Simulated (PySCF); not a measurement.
imidazole (C3H4N2), SMILES c1ncc[nH]1. Geometry optimised at r2SCAN-D4/def2-SVP.

Computed equilibrium geometry at r2SCAN-D4/def2-SVP (PySCF confirms it by a frequency run) as a Z-matrix, and its point group:
point group Cs.
```
N
H 1 1.0137
C 1 1.3665 2 126.59
N 3 1.3147 1 111.60 2 180.00
C 4 1.3714 3 105.51 1 0.00
C 1 1.3767 2 126.07 3 180.00
H 6 1.0880 1 122.21 2 0.00
H 5 1.0904 4 121.63 3 180.00
H 3 1.0911 4 126.18 5 180.00
```
Charge 0, spin multiplicity 1.
